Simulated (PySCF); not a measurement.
C2H6BFO2, SMILES COB(O)CF. Atoms are numbered in the order given.

```xyz
12

C     -0.0378    -2.4471     0.0000
O     -0.7210    -1.2043     0.0000
B     -0.0202    -0.0448     0.0000
O      1.3393    -0.0373     0.0000
C     -0.8096     1.3310     0.0000
F      0.1214     2.3831     0.0000
H     -0.7903    -3.2482     0.0000
H      0.6010    -2.5521     0.8925
H      0.6010    -2.5521    -0.8925
H      1.6516     0.8808     0.0000
H     -1.4588     1.4388     0.8878
H     -1.4588     1.4388    -0.8878
```
Charge 0, spin multiplicity 1.

Geometry optimised at r2SCAN-D4/def2-SVP. This is a generated structure with no PubChem entry under its InChIKey; it may be hypothetical. The values are those of a single conformer.

Two levels are set side by side: PBE/pcSseg-1 (PySCF) and HF/pcSseg-1 (PySCF). GIAO shifts against BF3 (¹¹B), CFCl3 (¹⁹F), H2O (¹⁷O), TMS (¹H), TMS (¹³C) at the same level; non-relativistic, no solvent, atoms listed together averaged. Differences are taken from unrounded values.

| quantity | HF |
|---|---|
| δ(¹³C) of C1 (ppm) | 51.1 |
| δ(¹⁷O) of O2 (ppm) | 57.1 |
| δ(¹¹B) of B3 (ppm) | 20.0 |
| δ(¹⁷O) of O4 (ppm) | 101.5 |
| δ(¹³C) of C5 (ppm) | 72.4 |
| δ(¹⁹F) of F6 (ppm) | -252.3 |
| δ(¹H) of H10 (ppm) | 5.85 |
| δ(¹H) of H11, H12 (ppm) | 4.49 |

### Question
What does PBE give, and how far is it from HF? (An estimate is asked for; the answer gives what the named calculation found.)

### Answer

```csv
quantity,PBE,PBE minus HF
δ(¹³C) of C1 (ppm),56.3,5.1
δ(¹⁷O) of O2 (ppm),105.5,48.4
δ(¹¹B) of B3 (ppm),17.8,-2.2
δ(¹⁷O) of O4 (ppm),139.8,38.2
δ(¹³C) of C5 (ppm),81.5,9.1
δ(¹⁹F) of F6 (ppm),-319.5,-67.2
δ(¹H) of H10 (ppm),5.86,0.01
"δ(¹H) of H11, H12 (ppm)",4.74,0.25
```

Rough cost on one machine, each run with all the roots and properties that it gave: HF against PBE within a factor of 2.
